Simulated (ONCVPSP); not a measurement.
**Building the ONCV potential for tungsten (W) (Wu-Cohen, fully relativistic).**

ONCVPSP 4.0.1 input, shortened (lines: element, Z, core and valence counts, functional; n l f; lmax; l rc ep ncon nbas qcut; lloc lpopt rc5 dvloc0; l nproj debl; icmod fcfact rcfact), Wu-Cohen, fully relativistic:

```
  W 74.00   11    3  -118130      upf
    1    0    2.00
    2    0    2.00
    2    1    6.00
    3    0    2.00
    3    1    6.00
    3    2   10.00
    4    0    2.00
    4    1    6.00
    4    2   10.00
    5    0    2.00
    5    1    6.00
    4    3   13.50
    5    2    4.50
    6    0    2.00
    3
    0    2.40    0.00    4    8    2.60
    1    2.90    0.13    4    9    2.90
    2    2.80    0.00    3    7    6.40
    3    1.05    0.00    5   10   16.90
    4    5    1.00    0.00
    0    3    3.40
    1    2    3.70
    2    2    3.40
    3    2    1.70
    2    0.20    0.80
```

Open shells are filled in proportion to 2j + 1.

In the p channel the program set the typed energies aside and used 0.050, 3.750 Ha (j = l + 1/2; the other j can differ).

Poles of the logarithmic derivatives, all-electron (AE) and pseudo (PS). s: poles at -3.0, 1.5 (AE) and 1.5 (PS) Ha. p3/2: poles at -1.5, 1.3 (AE) and 1.2, 4.3 (PS) Ha. p1/2: poles at -1.9, 1.1, 4.7 (AE) and 1.0, 4.4 (PS) Ha. d5/2: poles at 0.0, 2.7 (AE) and 0.0, 2.7 (PS) Ha. d3/2: poles at -0.0, 2.6 (AE) and -0.0, 2.6 (PS) Ha. f7/2: poles at -0.6 (AE) and -0.6 (PS) Ha. f5/2: poles at -0.7 (AE) and -0.7 (PS) Ha. Test radii: s 2.44, p3/2 2.95, p1/2 2.95, d5/2 2.85, d3/2 2.85, f7/2 1.07, f5/2 1.07 bohr.

- Cutoffs needed: 129 Ha and 142 Ha (the cutoffs (Ha) at which the residual kinetic energy of the hardest occupied pseudo-wave falls to 1 and 0.1 mHa per electron)
- Ghost test: ghosts flagged at negative energy: s at -116.2 eV, p3/2 at -90.7 eV, p1/2 at -74.4 eV (a further GHOST(-) flag falls on a real empty level of the atom); GHOST(+) flagged for p3/2 at 121.4 eV, p1/2 at 127.2 eV, d5/2 at 184.7 eV, s at 186.4 eV; a true bound ghost makes a file unfit for plane-wave use
- Largest excitation error: -414 meV (all-electron minus pseudo) for 4f14 5d4 6s0, out of 4 test configurations
- rms error of d²Exc/dni dnj: 10.79 mHa without and 9.41 mHa with the model core
